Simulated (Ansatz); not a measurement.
Born–Oppenheimer molecular dynamics of a periodic cell of 27 atoms, SiH$_{6}$CO (contents 3 H2CO + 3 SiH4, density as packed 0.52 g/cm³ with natural masses). It goes on from the last frame of an earlier run, with new velocities.

Computed with Ansatz 0.2.0, DFT PBE-D3(BJ), scalar-relativistic, plane waves, PAW. Settings: accuracy low, cutoff 420 eV, k mesh 1x1x1, fermi-dirac smearing 0.02 eV, no spin polarisation.

```yaml
ensemble: NVE (velocity Verlet)
time_step: 0.5 fs
steps_asked: 250
starting_velocities_drawn_for: 400 K
seed: 491520
```

Frames 10 fs apart, positions in Å, forces in eV/Å.

Velocities at 40.0 fs (Å/ps):

```
O 9.36 -3.03 -4.76
C -0.08 0.87 4.47
H 3.43 24.14 27.53
H -22.03 14.10 23.89
O 0.95 -0.88 -4.59
C -5.09 1.76 6.34
H 22.84 -8.54 -13.79
H -45.61 17.77 -1.55
O -3.05 5.86 -0.04
C 2.63 1.43 6.30
H 12.72 -7.30 -19.50
H -0.32 -13.80 3.68
Si 2.08 -3.05 -5.87
H -2.85 -19.62 15.13
H 7.53 0.42 31.51
H -12.35 -7.71 -17.66
H -11.10 -31.96 -24.91
Si -3.10 4.60 1.89
H 1.02 25.41 12.56
H -26.78 -22.47 13.95
H 26.07 47.05 28.62
H -5.57 6.20 10.68
Si -0.12 -3.70 -3.07
H -7.15 -8.53 3.47
H -17.72 -7.64 16.51
H -4.42 -4.85 17.10
H 29.01 -21.66 14.31
```

```xyz
27
Lattice="8.4188 0.0000 0.0000 0.0000 8.4188 0.0000 0.0000 0.0000 8.4188" Properties=species:S:1:pos:R:3:forces:R:3 time_fs=40.0 energy_less_start_eV=-0.058 T=417
O 2.705 4.697 0.760 -0.16 0.22 0.15
C 3.102 5.833 0.915 0.74 -0.22 -0.42
H 2.425 6.722 0.883 -0.06 -0.08 0.14
H 4.210 6.038 1.002 -0.52 0.07 0.14
O 6.238 1.466 6.918 0.42 -0.19 -0.53
C 6.669 1.224 5.799 -1.04 -0.19 1.16
H 6.923 2.076 5.135 0.28 -0.28 -0.37
H 6.690 0.148 5.471 0.34 0.49 -0.33
O 5.834 5.526 7.625 -0.21 0.11 -0.34
C 5.974 4.391 7.216 1.43 0.55 0.96
H 7.022 3.996 7.043 -0.56 0.03 -0.29
H 5.159 3.679 7.187 -0.70 -0.53 -0.35
Si 2.090 0.610 4.593 0.70 -0.85 -0.73
H 1.973 2.004 4.262 0.30 1.11 -0.03
H 0.796 0.110 4.178 -0.78 -0.57 0.20
H 3.111 -0.126 3.784 -0.02 0.22 -0.34
H 2.570 0.271 5.916 -0.17 0.10 1.01
Si 7.395 5.229 3.204 -1.08 -1.06 -2.13
H 7.985 4.769 1.823 -0.20 0.85 0.83
H 6.236 6.244 3.063 0.97 -0.15 0.15
H 6.589 3.953 3.367 0.29 0.17 0.71
H 8.498 5.476 4.138 0.05 0.17 0.44
Si 7.936 0.117 0.944 0.29 0.92 0.88
H 8.865 -0.444 2.022 -0.49 0.29 -0.16
H 8.770 1.189 0.271 -0.19 -0.52 -0.23
H 7.420 -1.055 0.268 -0.02 -0.46 -0.81
H 6.710 0.860 1.436 0.39 -0.22 0.26
27
Lattice="8.4188 0.0000 0.0000 0.0000 8.4188 0.0000 0.0000 0.0000 8.4188" Properties=species:S:1:pos:R:3:forces:R:3 time_fs=50.0 energy_less_start_eV=-0.105 T=432
O 2.795 4.689 0.714 0.01 0.63 -0.13
C 3.097 5.840 0.963 1.39 -0.58 0.95
H 2.381 6.659 1.092 -0.66 0.31 -0.30
H 4.171 6.146 1.248 -0.74 -0.36 -0.51
O 6.239 1.475 6.922 0.27 0.12 -0.42
C 6.613 1.228 5.796 -0.48 -1.39 -0.24
H 7.197 1.888 5.133 0.20 0.62 0.14
H 6.385 0.228 5.290 0.03 0.49 0.44
O 5.806 5.566 7.614 0.29 -0.11 0.26
C 6.007 4.413 7.293 -0.02 0.92 -0.91
H 6.951 4.045 6.857 0.62 0.10 0.26
H 5.213 3.691 7.215 -0.95 -0.77 0.39
Si 2.115 0.565 4.530 -1.17 -0.04 1.10
H 2.080 2.133 4.415 0.09 -1.22 0.07
H 0.657 -0.027 4.500 0.94 0.58 -0.34
H 2.974 -0.085 3.485 -0.10 0.16 0.13
H 2.464 0.069 5.965 0.24 0.53 -0.88
Si 7.362 5.276 3.214 -0.28 -1.43 1.49
H 8.043 5.197 1.889 -0.18 -0.30 0.06
H 6.212 6.190 3.211 -0.17 0.45 -0.15
H 6.719 3.954 3.922 0.70 1.01 -1.16
H 8.355 5.638 4.282 -0.04 0.23 -0.25
Si 7.937 0.075 0.927 -0.83 0.38 0.34
H 8.740 -0.462 2.045 0.51 -0.16 0.05
H 8.720 1.132 0.148 -0.30 -0.53 0.24
H 7.422 -1.127 0.142 0.20 0.64 0.11
H 6.813 0.748 1.765 0.45 -0.27 -0.76
27
Lattice="8.4188 0.0000 0.0000 0.0000 8.4188 0.0000 0.0000 0.0000 8.4188" Properties=species:S:1:pos:R:3:forces:R:3 time_fs=60.0 energy_less_start_eV=-0.049 T=415
O 2.887 4.705 0.662 0.21 -0.65 0.01
C 3.096 5.828 1.054 1.13 -0.28 -0.33
H 2.245 6.499 1.090 -0.37 1.01 0.35
H 4.161 6.184 1.298 -0.95 -0.11 -0.05
O 6.246 1.487 6.915 -0.53 -0.46 -0.15
C 6.559 1.203 5.776 -0.07 -0.32 0.57
H 7.387 1.790 5.362 0.28 -0.01 -0.87
H 6.091 0.343 5.181 0.30 0.70 0.40
O 5.789 5.602 7.612 -0.14 0.31 -0.05
C 6.011 4.448 7.316 -0.45 0.63 0.62
H 6.997 4.184 6.932 0.53 -0.53 -0.40
H 5.247 3.670 7.495 0.01 -0.29 -0.14
Si 2.119 0.509 4.484 0.27 0.27 0.60
H 2.271 1.975 4.573 -0.23 0.39 -0.24
H 0.720 0.069 4.546 -0.44 -0.02 -0.20
H 2.793 0.058 3.239 0.12 -0.25 0.09
H 2.684 0.114 5.809 0.32 -0.40 -0.19
Si 7.324 5.310 3.254 0.75 3.31 0.77
H 7.976 5.379 1.981 0.47 -0.43 -0.99
H 6.248 6.340 3.230 -0.51 -0.34 -0.12
H 7.063 4.103 3.865 -0.78 -2.32 0.67
H 8.214 6.011 4.273 0.07 -0.29 -0.32
Si 7.929 0.034 0.930 0.73 -1.23 -0.52
H 8.871 -0.527 1.950 0.09 -0.13 -0.20
H 8.634 0.918 0.040 0.58 1.02 -0.23
H 7.475 -0.970 -0.082 -0.22 -0.23 0.47
H 6.916 0.628 1.734 -1.13 0.68 0.48
27
Lattice="8.4188 0.0000 0.0000 0.0000 8.4188 0.0000 0.0000 0.0000 8.4188" Properties=species:S:1:pos:R:3:forces:R:3 time_fs=70.0 energy_less_start_eV=-0.133 T=439
O 2.987 4.705 0.616 -0.28 0.82 0.53
C 3.080 5.812 1.115 0.81 0.11 -0.38
H 2.268 6.568 1.254 -0.47 -0.53 -0.14
H 4.064 6.260 1.428 -0.02 -0.47 -0.02
O 6.228 1.484 6.913 0.64 -0.10 -0.75
C 6.540 1.194 5.769 -1.06 0.01 0.20
H 7.473 1.513 5.236 -0.05 0.03 0.46
H 5.808 0.609 5.144 0.37 0.03 0.04
O 5.767 5.652 7.608 -0.06 -0.22 -0.37
C 6.016 4.492 7.358 -0.14 -0.64 0.99
H 6.971 4.147 6.910 0.21 0.26 -0.39
H 5.380 3.611 7.693 -0.05 0.70 -0.24
Si 2.127 0.463 4.456 0.75 0.18 -0.89
H 2.260 1.919 4.532 0.04 0.57 0.04
H 0.689 0.191 4.418 -0.38 -0.44 0.39
H 2.669 0.035 3.126 -0.05 0.00 0.04
H 3.065 -0.097 5.450 -0.27 -0.34 0.44
Si 7.301 5.387 3.316 -0.54 -1.28 -2.02
H 7.955 5.209 1.877 -0.54 0.34 1.14
H 5.963 6.167 3.140 0.77 -0.62 0.22
H 7.112 3.844 3.676 0.03 1.46 0.18
H 8.213 6.201 4.119 0.27 0.01 0.51
Si 7.931 -0.013 0.923 0.42 1.18 -0.28
H 9.053 -0.675 1.704 -0.62 0.24 0.18
H 8.670 1.071 0.114 -0.38 -0.45 0.37
H 7.355 -0.992 0.009 -0.16 -0.41 -0.33
H 6.753 0.676 1.638 0.75 -0.41 0.06
27
Lattice="8.4188 0.0000 0.0000 0.0000 8.4188 0.0000 0.0000 0.0000 8.4188" Properties=species:S:1:pos:R:3:forces:R:3 time_fs=80.0 energy_less_start_eV=-0.023 T=407
O 3.075 4.733 0.589 0.06 -0.68 -0.63
C 3.094 5.796 1.151 -1.48 -0.33 0.57
H 2.092 6.312 1.357 0.93 0.17 -0.15
H 4.024 6.154 1.588 0.51 0.75 0.18
O 6.228 1.478 6.901 -0.21 0.02 0.17
C 6.478 1.186 5.757 1.04 0.06 -0.14
H 7.540 1.248 5.348 -0.66 0.01 0.20
H 5.709 0.826 5.055 -0.28 -0.08 -0.22
O 5.742 5.692 7.587 0.20 0.26 0.31
C 6.043 4.528 7.441 -1.31 -0.39 -0.74
H 6.877 4.270 6.730 -0.01 -0.33 0.54
H 5.322 3.710 7.823 1.11 0.51 -0.14
Si 2.152 0.428 4.413 -0.40 -0.14 -0.18
H 2.254 1.993 4.509 0.14 -1.21 0.18
H 0.641 0.041 4.592 1.19 0.20 0.05
H 2.510 0.011 3.016 -0.09 0.23 0.03
H 3.117 -0.488 5.227 -0.70 0.89 -0.09
Si 7.276 5.453 3.344 0.42 -2.11 0.37
H 7.824 5.236 2.006 0.30 0.18 -0.50
H 5.877 5.777 3.195 -0.73 0.89 0.11
H 7.096 3.975 3.831 0.38 0.87 0.07
H 8.236 6.227 4.196 -0.41 0.05 0.00
Si 7.940 -0.046 0.895 -1.07 0.48 0.22
H 8.926 -0.753 1.725 0.26 -0.09 0.30
H 8.601 1.162 0.288 -0.04 -0.42 -0.25
H 7.240 -1.109 0.068 0.39 0.55 -0.10
H 6.849 0.571 1.788 0.46 -0.35 -0.18
27
Lattice="8.4188 0.0000 0.0000 0.0000 8.4188 0.0000 0.0000 0.0000 8.4188" Properties=species:S:1:pos:R:3:forces:R:3 time_fs=90.0 energy_less_start_eV=-0.042 T=412
O 3.164 4.744 0.544 0.05 0.66 0.80
C 3.097 5.754 1.224 -1.86 0.02 -0.95
H 2.099 6.317 1.404 0.70 -0.77 -0.15
H 3.933 6.300 1.642 1.09 0.02 0.32
O 6.217 1.478 6.901 -0.30 -0.29 -1.18
C 6.426 1.169 5.730 1.71 0.35 1.88
H 7.514 0.993 5.427 -0.93 0.01 -0.18
H 5.639 1.070 4.989 -0.57 -0.07 -0.49
O 5.726 5.743 7.577 -0.08 -0.19 -0.22
C 6.024 4.577 7.471 0.59 -1.15 0.68
H 6.880 4.202 6.812 -0.57 0.43 0.11
H 5.571 3.726 8.111 0.09 0.95 -0.63
Si 2.174 0.383 4.351 -0.05 -0.40 0.01
H 2.417 1.776 4.683 0.09 0.72 0.11
H 0.907 -0.095 4.873 -1.03 0.12 -0.11
H 2.302 0.142 2.895 0.13 -0.08 -0.06
H 2.961 -0.479 5.220 1.01 -0.35 0.09
Si 7.248 5.479 3.367 -0.60 1.38 0.90
H 7.810 5.450 2.021 0.21 -0.21 -0.40
H 5.795 5.908 3.373 0.36 0.03 -0.18
H 7.272 4.283 4.143 0.05 -1.52 0.26
H 8.017 6.355 4.333 -0.10 0.16 -0.52
Si 7.934 -0.072 0.881 0.21 -1.06 0.04
H 8.844 -0.787 1.826 0.44 -0.14 -0.47
H 8.573 1.034 0.208 0.48 0.70 -0.30
H 7.311 -1.001 -0.110 0.04 0.07 0.19
H 7.061 0.347 1.942 -1.15 0.63 0.45
27
Lattice="8.4188 0.0000 0.0000 0.0000 8.4188 0.0000 0.0000 0.0000 8.4188" Properties=species:S:1:pos:R:3:forces:R:3 time_fs=100.0 energy_less_start_eV=0.011 T=397
O 3.253 4.773 0.528 -0.37 -0.71 -0.29
C 3.091 5.715 1.258 -0.35 0.37 -0.13
H 2.057 6.148 1.473 0.64 -0.23 0.01
H 3.988 6.202 1.673 0.04 0.46 0.45
O 6.188 1.471 6.882 0.49 0.04 0.89
C 6.402 1.165 5.742 0.07 -0.42 -1.08
H 7.329 0.686 5.287 -0.19 0.26 0.84
H 5.616 1.327 5.000 -0.47 0.15 -0.62
O 5.707 5.785 7.558 0.05 -0.16 -0.22
C 6.032 4.616 7.528 0.35 0.42 0.11
H 6.777 4.250 6.756 -0.44 -0.07 0.36
H 5.649 3.913 8.306 0.10 -0.17 -0.33
Si 2.192 0.327 4.307 0.48 0.20 0.71
H 2.558 1.682 4.806 -0.16 0.28 -0.27
H 0.869 -0.012 4.894 -0.05 -0.11 -0.15
H 2.190 0.247 2.813 0.11 -0.06 0.21
H 3.257 -0.465 5.026 -0.21 -0.27 -0.45
Si 7.208 5.512 3.415 0.46 -0.32 0.21
H 7.856 5.523 1.980 -0.63 -0.32 1.10
H 5.806 6.111 3.423 0.15 -0.85 -0.22
H 7.519 4.165 4.298 -0.60 1.34 -1.13
H 7.811 6.642 4.163 0.51 -0.02 0.12
Si 7.930 -0.101 0.879 0.66 0.94 0.46
H 9.048 -0.886 1.565 -0.56 0.28 -0.17
H 8.665 1.036 0.140 -0.45 -0.27 0.63
H 7.365 -0.890 -0.204 -0.42 -0.48 -0.21
H 6.878 0.363 1.954 0.79 -0.28 -0.83
27
Lattice="8.4188 0.0000 0.0000 0.0000 8.4188 0.0000 0.0000 0.0000 8.4188" Properties=species:S:1:pos:R:3:forces:R:3 time_fs=110.0 energy_less_start_eV=0.006 T=398
O 3.325 4.781 0.509 0.01 0.50 0.23
C 3.109 5.691 1.283 0.53 -0.70 0.60
H 2.083 5.944 1.588 -0.46 0.31 -0.12
H 3.915 6.231 1.877 -0.17 -0.20 -0.65
O 6.179 1.463 6.887 -0.30 0.08 -1.41
C 6.333 1.158 5.703 0.23 0.13 2.11
H 7.169 0.442 5.520 -0.30 0.06 -0.75
H 5.684 1.582 4.894 0.30 -0.23 0.08
O 5.689 5.826 7.529 0.15 0.42 0.23
C 6.051 4.676 7.599 -0.46 -0.04 -1.32
H 6.579 4.200 6.749 0.50 -0.05 -0.07
H 5.726 3.979 8.360 -0.12 -0.37 1.02
Si 2.223 0.278 4.287 0.31 0.89 -0.23
H 2.582 1.742 4.720 -0.15 -1.09 -0.14
H 0.781 -0.001 4.784 1.08 -0.20 -0.02
H 2.148 0.307 2.793 -0.14 0.08 0.03
H 3.440 -0.670 4.481 -0.96 0.37 0.42
Si 7.176 5.565 3.479 0.24 0.73 -0.51
H 7.692 5.341 2.142 0.27 0.04 -0.88
H 5.742 5.766 3.326 -0.64 0.19 0.18
H 7.447 4.280 4.064 0.21 -0.72 0.99
H 7.890 6.792 3.972 -0.17 -0.35 0.30
Si 7.940 -0.122 0.867 -0.46 0.40 -1.44
H 9.053 -0.952 1.312 0.23 -0.33 0.72
H 8.596 1.131 0.372 -0.07 -0.08 -0.15
H 7.253 -0.938 -0.208 0.29 0.38 0.17
H 6.848 0.356 1.744 0.07 -0.21 0.61
```

Of the whole run (125 fs, mean temperature of the second half 403 K): The conserved energy stayed within 0.074 meV per atom of its start (net change 0.044 meV per atom), so the integration is sound. A run of 0.12 ps of so small a system gives no equilibrium averages. Limits of this set-up: coarse k mesh, low accuracy level.

Time of the run: 9.4 min on 1 thread of Intel(R) Xeon(R) Platinum 8488C (Sapphire Rapids), with other jobs on the host, peak memory 0.63 GiB.
